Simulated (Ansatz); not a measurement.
`[OH][GeH2][CH2]Cl`, charge 0, multiplicity 1.

Question: Give a relaxed structure at PBE0-D4/def2-TZVP (Ansatz). (Best estimate.)

Answer: Computed: 
```xyz
9

O    -1.290   -1.053   -0.995
Ge   -0.833   -0.001    0.363
C     1.123    0.193    0.332
Cl    1.605    0.819   -1.269
H    -0.920   -0.733   -1.823
H    -1.311   -0.741    1.619
H    -1.474    1.391    0.217
H     1.617   -0.768    0.470
H     1.483    0.894    1.084
```
This is one stationary point; other conformers may exist.
